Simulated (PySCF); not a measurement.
How methods differ on the ionisation energy of Cl²⁺

Cl²⁺ [Ne] 3s2 3p3 [3p1/2^2 3p3/2^1, M_J = 3/2] → Cl³⁺ [Ne] 3s2 3p2 [3p1/2^2, M_J = 0], as a difference of total energies. All numbers are calculated (PySCF 2.14, the two-component X2C-1e Hamiltonian, in x2c-TZVPPall-2c). Correlated levels: [Ne] frozen. "Screened" scales the spin-orbit matrix elements by Boettger's factors to mimic the two-electron term; Breit and QED terms are absent.

```json
{"method": "GHF (spin-free)", "ionisation energy (eV)": "39.069"}
{"method": "GMP2 (spin-free)", "ionisation energy (eV)": "39.606"}
{"method": "GHF (screened spin-orbit)", "ionisation energy (eV)": "39.007"}
{"method": "GMP2 (screened spin-orbit)", "ionisation energy (eV)": "39.546"}
```

Task: How much does correlation contribute at GMP2 (screened spin-orbit)?

Result: 39.546 − (39.007) = 0.539 eV, measured against GHF (screened spin-orbit).

Errors of the correlated levels include the incompleteness of this basis and the frozen core.

The labels give the starting determinants; with spin-orbit coupling the two ends relaxed to ⟨J²⟩ = 3.75, ⟨L²⟩ = 0.00, ⟨S²⟩ = 3.75 and ⟨J²⟩ = 1.85, ⟨L²⟩ = 2.01, ⟨S²⟩ = 2.00.

The determinant of Cl³⁺ mixes levels of different J (the jj label is only the starting occupation), so the difference between spin-free and spin-orbit rows is not the physical spin-orbit shift.

For comparison: 39.8 ± 0.11 eV (semi-empirical (NIST evaluation); NIST Atomic Spectra Database, ionization energies).
